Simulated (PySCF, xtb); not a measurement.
BrGeH3O, SMILES [GeH2]([OH])[Br]. One conformer was computed; it need not be the lowest.

Harmonic wavenumbers (cm⁻¹) from GFN2-xTB (xtb) at its own minimum, in rising order: 162, 226, 293, 466, 570, 590, 674, 753, 799, 1886, 2010, 3632.

Task: What does PBE-D3(BJ)/def2-SVP run with PySCF 2.14.0 give at its own minimum? (The exact figures need the calculation; the answer reports its results.)

Result: 154, 257, 296, 495, 633, 690, 761, 818, 913, 2075, 2135, 3725. Paired by order, the mean absolute difference is 75 cm⁻¹ and the zero-point energies are 17.2 and 18.5 kcal/mol.
